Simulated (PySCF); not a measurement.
Compounds:

A. SMILES COC(C(=C)C(Cl)Cl)=O
B. SMILES C=C/C=C\C#N
C. `CC(C)(C(=O)Cl)C(=O)Cl`

Spectrum 1. ¹H NMR (500 MHz, computed): δ 1.61 (s, 6H). ¹³C{¹H} NMR (computed): δ 183.1 (C), 70.5 (C), 25.7 (CH3).

Spectrum 2. ¹H NMR (500 MHz, computed): δ 7.24 (m, 1H), 7.21 (m, 1H), 7.02 (s, 1H), 4.06 (s, 3H). ¹³C{¹H} NMR (computed): δ 170.8 (C), 153.0 (C), 144.1 (CH2), 78.2 (CH), 54.8 (CH3).

Spectrum 3. ¹H NMR (500 MHz, computed): δ 7.39 (dtd, J = 17.9, 11.6, 1.3 Hz, 1H), 6.95 (ddt, J = 12.4, 11.6, 1.1 Hz, 1H), 6.02 (dt, J = 11.6, 1.4 Hz, 1H), 5.97 (dt, J = 17.9, 1.0 Hz, 1H), 5.30 (dq, J = 12.4, 1.3 Hz, 1H). ¹³C{¹H} NMR (computed): δ 158.7 (CH), 142.7 (CH), 135.0 (CH2), 121.1 (C), 104.9 (CH).

How the numbers were obtained: GFN2-xTB geometry, couplings computed with B3LYP/pcJ-1 (spin–dipole term left out of most H,H and C,H couplings), GIAO PBE0/pcSseg-1 shieldings, in PySCF 2.14 (isolated molecule, one computed conformer, rapidly exchanging positions averaged, no relativistic terms).

Referencing at the same level of theory: TMS for ¹H (σref 31.72), ¹³C (σref 186.93). Multiplet labels drop J under 1 Hz and among equivalent protons, and merge close values. Unscaled 3J(H,H) run several per cent high. Where no couplings were computed, multiplicities follow the n + 1 count of equivalent neighbours, and m marks all less simple cases (inequivalent or close neighbours, rings, F or P nearby). Shifts are as computed. Against solution values, carbons near 30 ppm lie about +3 ppm off and those near 130 ppm about +5 ppm; carbons on Cl a further +6 ppm. Of 1211 compounds with measured shifts, 218 miss one by over three times the rms of a fit or turn the order of signals round; such compounds aren't used in these exercises. Carbons bonded to Cl come out too deshielded.

Task: Which spectrum belongs to which compound?

Result: 1–C, 2–A, 3–B.

- Spectrum 1 (C): 3 ¹³C signals; δC 25.7 is a methyl carbon; δC 183.1 is a carbonyl carbon.
- Spectrum 2 (A): 5 ¹³C signals; δC 170.8 is an ester carbonyl carbon; δC 153.0 is an α carbon of a C=C–C=O unit.
- Spectrum 3 (B): 5 ¹³C signals; δC 158.7 is an alkene CH; δC 142.7 is an alkene CH.
